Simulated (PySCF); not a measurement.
Cost of one run: EPR job, `C1[C@@]2([C@H]3[C@@H]2C(F)([C@H]31)F)[C]=[CH+]` [radical].

Method: UKS B3LYP, pcH-1 on C F H, non-relativistic, mean-field spin-orbit, GIAO (PySCF 2.14.0). Geometry: GFN2-xTB. Work: unrestricted SCF, g, hyperfine, density and orbital grids written, density fitting. The input is one job of a driver script: a line of settings, then coordinates in Å.

Command:
```bash
OMP_NUM_THREADS=1 python probes_run.py task.json out
```

Input:
```
{"job": {"kind": "epr", "basis": "pcH-1"}, "charge": 1, "multiplicity": 2}
C      3.088326     1.043136    -0.179200
C      1.951241     0.627756    -0.098046
C      0.656015     0.134927    -0.032170
C      0.217555    -1.308614    -0.018603
C     -1.124288    -0.875163     0.592241
C     -0.445152     0.379627     1.142934
C     -0.576572     1.015311    -0.184411
C     -1.710927     0.023088    -0.522128
F     -1.752459    -0.469623    -1.763834
F     -2.910748     0.535936    -0.246409
H      4.078113     1.405546    -0.247796
H      0.835548    -1.937651     0.622117
H      0.133868    -1.780760    -1.005699
H     -1.743164    -1.568810     1.147406
H     -0.202444     0.727734     2.130895
H     -0.502510     2.056503    -0.457464
```

Hardware: an Arm Neoverse V1 with one thread, no GPU, shared host with 32 logical CPUs at a one-minute load of 14. PySCF's memory limit was set to 1600 MB.

**Question.** How large is the basis?

**Answer.** 310 functions.

**Question.** Which is nearest to the wall time?
A. 1.8 min
B. 14 s
C. 1.8 s

**Answer.** A. The run took 1.8 min. CPU seconds by part: SCF 51, spin–orbit mean field 4.2, g tensor 43, hyperfine 0.3.

**Question.** Estimate the peak memory.

**Answer.** About 1.1 GiB. Peak memory is the resident size of the whole Python process, interpreter and libraries included.

Other jobs ran on the host; a repeat could differ by tens of per cent or more.

The run converged: ⟨S²⟩ 0.762; g_iso 2.0042.
